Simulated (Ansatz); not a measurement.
Spin states of O2Os (SMILES [O]=[Os]=[O]), each relaxed at B3LYP-D3(BJ)/def2-TZVP; lowest solutions found, singlets restricted, no spin–orbit coupling, no relativity up to Kr.
Multiplicity 3 (charge 0, multiplicity 3):
```tsv
atom	x (Å)	y (Å)	z (Å)
Os	0.2581	-0.2065	0.2603
O	1.0451	0.3136	-1.1485
O	-1.3363	-0.0597	0.8179
```
Multiplicity 5 (charge 0, multiplicity 5):
```xyz
3

Os     0.34559    -0.27879     0.35255
O      0.95267     0.34210    -1.15448
O     -1.33143    -0.01594     0.73161
```

The values were computed with Ansatz (Gaussian basis) for Hartree–Fock, density functionals and correlated methods. Values without a source in brackets are computed. In def2 rows elements past Kr take small-core potentials, without spin–orbit coupling.

The energy of multiplicity 5 less that of multiplicity 3 (kcal/mol) and the share of exact exchange:

```tsv
functional	exact exchange (%)	value
PBE/def2-TZVPP	0	25.69
PBE0/def2-TZVPP	25	21.49
BLYP/def2-TZVPP	0	27.56
B3LYP/def2-TZVPP	20	24.49
BHLYP/def2-TZVPP	50	19.40
r2SCAN/def2-TZVPP	0	21.08
r2SCANh/def2-TZVPP	10	19.76
```

Take the value as linear in the share of exact exchange along PBE and PBE0. Give the slope, say whether the sign turns, and set the other functionals against that line.


Slope: (21.49 − (25.69))/2.5 = -1.68 kcal/mol for each 10 %. The line keeps its sign from 0 to 100 %. At 50 % it gives 17.3 kcal/mol. The LYP pair gives (19.40 − (27.56))/5 = -1.63 for each 10 %. BHLYP, at 50 %, lies 2.1 from the PBE line. B3LYP, at 20 %, lies 2.2 from the PBE line. r2SCAN, with none, stands -4.6 from PBE. The r2SCAN pair gives -1.32 for 10 %.

Ansatz is a first-principles code.
